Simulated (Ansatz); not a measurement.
Ansatz (an electronic-structure program) input (B3LYP/6-31G* with LANL2DZ past Ar): The .json file joins the Basis Set Exchange's 6-31G* for atoms up to Ar and LANL2DZ past it.

Ansatz 0.2 input:
```yaml
crystal:
  periodic: [false, false, false]
  atoms:
    - {symbol: Pb, position_ang: [0.13000800, 0.11681200, 0.36359000]}
    - {symbol: F, position_ang: [0.92457500, 1.43740400, -1.00083100]}
    - {symbol: Cl, position_ang: [-1.11657700, -1.32442700, -1.22393800]}
basis:
  gaussian:
    orbitals: 6-31Gs+LANL2DZ.json
hamiltonian:
  xc: {name: B3LYP}
relax: {f_tol: 0.003, max_steps: 120}
```

Output:

```
Functional definition: B3LYP
integrals: 0.01 GiB planned
455 factors; integrals over basis functions are off by at most 1.5e-4 eV
mean field: 0.10 GiB planned
mean field evaluation 1: about -15331.8897 eV, gradient 4.5e1 eV
mean field evaluation 2: about -15251.9653 eV, gradient 2.0e2 eV
mean field evaluation 4: about -15335.6188 eV, gradient 1.3e1 eV
mean field evaluation 8: about -15336.1054 eV, gradient 2.5e-1 eV
mean field evaluation 16: about -15336.1056 eV, gradient 1.2e-5 eV
mean field -15336.10564664 eV, -563.5914873282 hartree, gradient 1.2e-5 eV, S^2 0.000000; 0 other end points of the search recorded, 0 dependent functions left out
the calculation of the forces begins
reference -15336.10585172 eV, -563.5914948648 hartree; 15, 15 occupied and 27, 27 virtual orbitals, 455 factors
relax step   1: F+E_penalty+E_count = -15336.10564664 eV  Δ(F+E_penalty+E_count) = +0.000e0 eV  max|allowed force component| = 1.374e0 eV/Å  Δτ_max = 0.0000 Å  (26 SCF iters, accepted)
these checks for a lower state are left out or cut short: starts, cluster_reference, orbital_swaps, neighbouring_geometries, increment
integrals: 0.01 GiB planned
455 factors; integrals over basis functions are off by at most 1.3e-4 eV
mean field: 0.10 GiB planned
mean field -15336.23472517 eV, -563.5962308766 hartree, gradient 1.8e-5 eV, S^2 0.000000; 0 other end points of the search recorded, 0 dependent functions left out
the calculation of the forces begins
reference -15336.23493150 eV, -563.5962384592 hartree; 15, 15 occupied and 27, 27 virtual orbitals, 455 factors
relax step   2: F+E_penalty+E_count = -15336.23472517 eV  Δ(F+E_penalty+E_count) = -1.291e-1 eV  max|allowed force component| = 2.453e-1 eV/Å  Δτ_max = 0.0624 Å  (28 SCF iters, accepted)
these checks for a lower state are left out or cut short: starts, cluster_reference, orbital_swaps, neighbouring_geometries, increment
integrals: 0.01 GiB planned
455 factors; integrals over basis functions are off by at most 1.3e-4 eV
mean field: 0.10 GiB planned
mean field evaluation 32: about -15336.2394 eV, gradient 6.6e-6 eV
mean field -15336.23936971 eV, -563.5964015605 hartree, gradient 6.6e-6 eV, S^2 0.000000; 0 other end points of the search recorded, 0 dependent functions left out
the calculation of the forces begins
reference -15336.23957550 eV, -563.5964091229 hartree; 15, 15 occupied and 27, 27 virtual orbitals, 455 factors
relax step   3: F+E_penalty+E_count = -15336.23936971 eV  Δ(F+E_penalty+E_count) = -4.645e-3 eV  max|allowed force component| = 3.325e-2 eV/Å  Δτ_max = 0.0375 Å  (27 SCF iters, accepted)
these checks for a lower state are left out or cut short: starts, cluster_reference, orbital_swaps, neighbouring_geometries, increment
integrals: 0.01 GiB planned
455 factors; integrals over basis functions are off by at most 1.3e-4 eV
mean field: 0.10 GiB planned
mean field -15336.23958203 eV, -563.5964093632 hartree, gradient 2.2e-5 eV, S^2 0.000000; 0 other end points of the search recorded, 0 dependent functions left out
the calculation of the forces begins
reference -15336.23978797 eV, -563.5964169311 hartree; 15, 15 occupied and 27, 27 virtual orbitals, 455 factors
relax step   4: F+E_penalty+E_count = -15336.23958203 eV  Δ(F+E_penalty+E_count) = -2.123e-4 eV  max|allowed force component| = 4.623e-4 eV/Å  Δτ_max = 0.0076 Å  (22 SCF iters, accepted)
integrals: 0.01 GiB planned
455 factors; integrals over basis functions are off by at most 1.3e-4 eV
mean field: 0.10 GiB planned
mean field -15336.23958203 eV, -563.5964093632 hartree, gradient 2.2e-5 eV, S^2 0.000000; 1 other end points of the search recorded, 0 dependent functions left out
the calculation of the forces begins
reference -15336.23978797 eV, -563.5964169311 hartree; 15, 15 occupied and 27, 27 virtual orbitals, 455 factors
Total energy: -15336.23978797 eV, -563.5964169311 hartree
Atom 0 at     0.153688     0.155181     0.328768 Å, force     0.000123     0.000091     0.000462 eV/Å
Atom 1 at     0.888394     1.381779    -0.965358 Å, force    -0.000084    -0.000081    -0.000207 eV/Å
Atom 2 at    -1.104076    -1.307171    -1.224589 Å, force    -0.000039    -0.000010    -0.000256 eV/Å
Dipole moment:     0.240103     0.169461     0.945048 e Å
```

The geometry given is a B3LYP-D3(BJ)/def2-TZVP minimum.
